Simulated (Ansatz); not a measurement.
Basis sets compared for the cluster CuH₂. The state is a doublet with charge 0. Geometry PBE-D4/def2-TZVP. Ansatz on 4 threads of Intel Xeon 6975P-C on a shared host; times are rough, and most runs start from earlier orbitals.

```xyz
3

Cu   -0.157    0.434   -0.118
H    -0.413   -0.058    1.307
H     0.570   -0.376   -1.189
```

The 6-31G sets use Cartesian d functions. B3LYP takes the VWN-RPA correlation. The structure comes from a short search, and lower isomers may exist.

Binding counts from free atoms (Cu doublet, H doublet) in the same basis, without a counterpoise term.

```csv
level,functions,energy (Eh),HOMO (eV),LUMO (eV),binding per atom (eV),wall time
PBE-D4/def2-SVP,41,-1641.1383,-5.60,-4.52,1.51,0.25 s
PBE-D4/def2-TZVP,57,-1641.3981,-5.95,-4.87,1.40,0.25 s
r2SCAN-D4/def2-TZVP (with forces),57,-1641.6289,-6.29,-4.69,1.46,0.55 s
B3LYP-D4/6-31G,33,-1641.3693,-6.75,-3.40,1.77,0.3 s
B3LYP-D4/def2-TZVP,57,-1641.6971,-7.17,-4.12,1.37,0.35 s
PBE0-D4/def2-SVP,41,-1641.1390,-7.15,-3.43,1.36,0.3 s
PBE0-D4/def2-TZVP,57,-1641.3879,-7.37,-3.73,1.29,0.6 s
```

Q: Estimate the rows for PBE-D4/def2-TZVPD, r2SCAN-D4/def2-TZVPD, PBE0-D4/def2-TZVPD.

A: 
```json
{"level": "PBE-D4/def2-TZVPD", "functions": "66", "energy (Eh)": "-1641.4001", "HOMO (eV)": "-5.98", "LUMO (eV)": "-4.91", "binding per atom (eV)": "1.42", "wall time": "0.3 s"}
{"level": "r2SCAN-D4/def2-TZVPD", "functions": "66", "energy (Eh)": "-1641.6306", "HOMO (eV)": "-6.31", "LUMO (eV)": "-4.72", "binding per atom (eV)": "1.47", "wall time": "0.55 s"}
{"level": "PBE0-D4/def2-TZVPD", "functions": "66", "energy (Eh)": "-1641.3896", "HOMO (eV)": "-7.39", "LUMO (eV)": "-3.78", "binding per atom (eV)": "1.30", "wall time": "0.4 s"}
```
